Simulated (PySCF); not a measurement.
**Electronic structure of Mo (molybdenum, neutral) at the UHF level**

Configuration: [Kr] 4d5 5p1, high-spin 7P determinant (an excited configuration). Calculation: PySCF 2.14, in aug-cc-pVDZ-PP with ECP28MDF (5s5p4d2f, 54 functions); scalar relativity through the core potential.

| Property | Result |
| --- | --- |
| Total energy | -67.238393 hartree |
| One-electron energy | -115.5245 hartree |
| Hartree (Coulomb) energy | 55.6724 hartree |
| Exchange energy | -7.3862 hartree |
| ⟨S²⟩ | 12.0016 |
| ⟨L²⟩ | 2.343 |
| Sum of ⟨r⟩ | 24.53 bohr |
| Sum of ⟨r²⟩ | 66.64 bohr² |
| Traceless quadrupole moment −½Σ⟨3z² − r²⟩ along its main axis | -13.8 e·bohr² |

```tsv
shell	electrons	mean orbital energy (hartree)	spread (hartree)	rms radius, mean of both spins (bohr)
4s α	1	-3.07626	0	1.20
4s β	1	-2.83788	0	1.20
4p α	3	-1.97389	0.01020	1.34
4p β	3	-1.65787	0.00512	1.34
4d α	5	-0.40227	0.01721	2.10
5p α	1	-0.13147	0	5.57
```

Energies and moments cover only the electrons outside the core potential.
